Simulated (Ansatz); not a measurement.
The molecule NiB, multiplicity 2 (lowest of 2S+1 = 2, 4 at PBE0/def2-TZVPP; our sources give no spin for the ground state, which may be another). No spin–orbit coupling. Ni is treated without relativity.

The constants come from a fifth-degree fit in 1/R (seven points, main isotopes). In def2 and cc sets the state is the lowest found near the PBE0 minimum, followed along R.

Programs: Ansatz (Gaussian basis) for Hartree–Fock, density functionals and correlated methods. 

What bond length and harmonic frequency does B97M-V/def2-TZVPP give?

r_e = 1.690 Å, ω_e = 776 cm⁻¹.

What bond length and harmonic frequency does CAM-B3LYP/def2-TZVPP give?

r_e = 1.661 Å, ω_e = 808 cm⁻¹.

What bond length and harmonic frequency does wB97M-V/def2-TZVPP give?

r_e = 1.671 Å, ω_e = 799 cm⁻¹.

Ansatz is a first-principles code.
